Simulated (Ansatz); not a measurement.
Consider the redistribution: `[CH3][GeH]([Cl])[Cl]` + `CPC` → `[Cl][GeH2][Cl]` + `CP(C)C`.

Isolated molecules relaxed with PBE0-D4/def2-TZVP in Ansatz; ΔE leaves out vibrations. CCSD(T)/CBS adds triple-zeta CCSD(T) − MP2 to the extrapolated MP2 energy (def2 sets, frozen cores). DFT in def2-TZVPP. For Ge outer-core shells are correlated without core-valence functions, which leaves a few kJ/mol of doubt a bond. Scalar relativity is left out up to krypton.

```tsv
level	ΔE (kcal/mol)
RPA@PBE/def2-TZVPP	6.2
CCSD(T)/def2-TZVPP	6.1
```

(1) What does CCSD(T)/CBS give? (Estimate.)

Largest T1 diagnostic among the species: 0.010.

Results:

(1) Computed: +5.6 kcal/mol. The listed levels differ from it by 0.6, 0.5 kcal/mol.

Leaving LDA and LC-ωPBE aside and taking each functional with its dispersion term where it has one, the values, not all of them listed here, spread over 1.6 kcal/mol, from B97M-V to B2PLYP. LDA lies −1.1 kcal/mol from PBE without D4.
